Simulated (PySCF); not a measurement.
C2H5BO3, SMILES O1COB(O)C1.

Geometry optimised at PBE0-D3(BJ)/def2-SVP. This is a generated structure with no PubChem entry under its InChIKey; it may be hypothetical. Other conformers were not sampled.

Method: PBE0-D3(BJ)/def2-SVP (PySCF).

Frequencies are harmonic and unscaled.

### Question
Give all harmonic wavenumbers and intensities. (The exact figures need the calculation; the answer reports its results.)

### Answer

```json
[
 {"mode": "1", "ν (cm⁻¹)": "164", "IR (km/mol)": "3.5", "moving atoms (share of kinetic energy)": "O 55 %, H 24 %, C 18 %"},
 {"mode": "2", "ν (cm⁻¹)": "206", "IR (km/mol)": "7.9", "moving atoms (share of kinetic energy)": "O 40 %, H 37 %, C 21 %"},
 {"mode": "3", "ν (cm⁻¹)": "357", "IR (km/mol)": "11.6", "moving atoms (share of kinetic energy)": "O 54 %, H 20 %, C 15 %, B 11 %"},
 {"mode": "4", "ν (cm⁻¹)": "433", "IR (km/mol)": "5.8", "moving atoms (share of kinetic energy)": "H 56 %, B 34 %"},
 {"mode": "5", "ν (cm⁻¹)": "576", "IR (km/mol)": "36.7", "moving atoms (share of kinetic energy)": "O 50 %, H 30 %, C 12 %, B 9 %"},
 {"mode": "6", "ν (cm⁻¹)": "599", "IR (km/mol)": "107.1", "moving atoms (share of kinetic energy)": "H 53 %, O 28 %, B 15 %"},
 {"mode": "7", "ν (cm⁻¹)": "739", "IR (km/mol)": "0.8", "moving atoms (share of kinetic energy)": "O 74 %, C 18 %"},
 {"mode": "8", "ν (cm⁻¹)": "817", "IR (km/mol)": "6.3", "moving atoms (share of kinetic energy)": "C 39 %, O 28 %, H 27 %"},
 {"mode": "9", "ν (cm⁻¹)": "897", "IR (km/mol)": "10.8", "moving atoms (share of kinetic energy)": "H 42 %, B 27 %, C 25 %"},
 {"mode": "10", "ν (cm⁻¹)": "970", "IR (km/mol)": "213.8", "moving atoms (share of kinetic energy)": "H 58 %, O 25 %, C 13 %"},
 {"mode": "11", "ν (cm⁻¹)": "991", "IR (km/mol)": "17.5", "moving atoms (share of kinetic energy)": "C 55 %, O 25 %, H 19 %"},
 {"mode": "12", "ν (cm⁻¹)": "1088", "IR (km/mol)": "64.7", "moving atoms (share of kinetic energy)": "O 46 %, C 44 %, H 9 %"},
 {"mode": "13", "ν (cm⁻¹)": "1146", "IR (km/mol)": "23.6", "moving atoms (share of kinetic energy)": "H 39 %, C 36 %, O 23 %"},
 {"mode": "14", "ν (cm⁻¹)": "1171", "IR (km/mol)": "5.7", "moving atoms (share of kinetic energy)": "H 50 %, C 28 %, O 13 %, B 9 %"},
 {"mode": "15", "ν (cm⁻¹)": "1210", "IR (km/mol)": "6.3", "moving atoms (share of kinetic energy)": "H 86 %"},
 {"mode": "16", "ν (cm⁻¹)": "1243", "IR (km/mol)": "8.4", "moving atoms (share of kinetic energy)": "H 87 %, O 9 %"},
 {"mode": "17", "ν (cm⁻¹)": "1268", "IR (km/mol)": "67.0", "moving atoms (share of kinetic energy)": "H 55 %, O 24 %, C 14 %"},
 {"mode": "18", "ν (cm⁻¹)": "1344", "IR (km/mol)": "251.2", "moving atoms (share of kinetic energy)": "H 33 %, B 30 %, C 23 %, O 14 %"},
 {"mode": "19", "ν (cm⁻¹)": "1441", "IR (km/mol)": "42.6", "moving atoms (share of kinetic energy)": "H 69 %, B 15 %, O 8 %"},
 {"mode": "20", "ν (cm⁻¹)": "1463", "IR (km/mol)": "64.7", "moving atoms (share of kinetic energy)": "H 79 %, C 12 %"},
 {"mode": "21", "ν (cm⁻¹)": "1525", "IR (km/mol)": "115.0", "moving atoms (share of kinetic energy)": "H 71 %, B 16 %, C 8 %"},
 {"mode": "22", "ν (cm⁻¹)": "1552", "IR (km/mol)": "266.6", "moving atoms (share of kinetic energy)": "B 52 %, H 27 %, O 15 %"},
 {"mode": "23", "ν (cm⁻¹)": "2987", "IR (km/mol)": "109.0", "moving atoms (share of kinetic energy)": "H 94 %"},
 {"mode": "24", "ν (cm⁻¹)": "3009", "IR (km/mol)": "39.2", "moving atoms (share of kinetic energy)": "H 93 %"},
 {"mode": "25", "ν (cm⁻¹)": "3115", "IR (km/mol)": "46.9", "moving atoms (share of kinetic energy)": "H 91 %, C 9 %"},
 {"mode": "26", "ν (cm⁻¹)": "3134", "IR (km/mol)": "10.3", "moving atoms (share of kinetic energy)": "H 91 %, C 9 %"},
 {"mode": "27", "ν (cm⁻¹)": "3897", "IR (km/mol)": "96.3", "moving atoms (share of kinetic energy)": "H 94 %"}
]
```
